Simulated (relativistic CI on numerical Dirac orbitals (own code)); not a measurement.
Ti³⁺ in a cubic cluster: 2p photoemission with charge transfer

Computed with a charge-transfer multiplet model of a cubic metal-ligand cluster with up to 2 ligand holes, Slater and spin-orbit integrals from Dirac-Coulomb-Breit ions, Slater integrals scaled by 0.8. The ground state mixes d1 with configurations of k ligand holes L, whose averages lie at kΔ + k(k − 1)U_dd/2; a core hole lowers each added d electron by U_cd. 300 K, Lorentzian 0.6 eV and Gaussian 0.8 eV FWHM.

Atomic integrals in eV (Slater integrals scaled, ζ unscaled), ground: F2dd 6.578, F4dd 4.090, zeta_d 0.017; with the core hole: F2dd 6.578, F4dd 4.090, zeta_d 0.032, zeta_core 3.741, F2cd 5.066, G1cd 3.785, G3cd 2.149. Where a configuration has fewer than two d electrons, the dd integrals are those of d2.

Cluster parameters (eV): U_dd = 5.1, U_cd = 6.5, 10Dq = 0.95, 10Dq(ligand) = 0.3, V(eg) = 1.95, V(t2g) = -1.01, final-state hopping factor = 1.

| Case | n_d | d1 | d2L | d3L2 | S |
| --- | --- | --- | --- | --- | --- |
| Δ = 2.7 eV | 1.59 | 0.48 | 0.45 | 0.07 | 0.50 |
| Δ = 4.7 eV | 1.41 | 0.62 | 0.34 | 0.04 | 0.50 |
| Δ = 5.7 eV | 1.34 | 0.68 | 0.29 | 0.03 | 0.50 |

Weights, n_d and S are thermal averages at 300 K. Binding energies count from the first peak over 30 % of the highest in each spectrum, which can be another peak from case to case. The parameters are a model scan and need not match a compound or its usual spin state. Peaks in eV (height, largest 100):
- Δ = 2.7 eV: 0.0 (100), 6.4 (43), 9.3 (27), 15.6 (12)
- Δ = 4.7 eV: 0.0 (100), 2.8 (14), 6.3 (41), 8.6 (32), 14.7 (12)
- Δ = 5.7 eV: 0.0 (100), 2.9 (14), 6.0 (43), 8.3 (32), 14.3 (12)

For the case Δ = 4.7 eV, Δ = 4.7 eV is smaller than U_dd = 5.1 eV, the charge-transfer side of the Zaanen-Sawatzky-Allen scheme. With the core hole the configuration with one ligand hole lies at Δ − U_cd = -3.8, -1.8, -0.8 eV from the one without, in the order of the table; where this is negative the screened configuration lies lower, though the effective hopping of about 4.4 eV (from the holes of the mixed ground state) mixes the two strongly wherever it is as large as the gap.
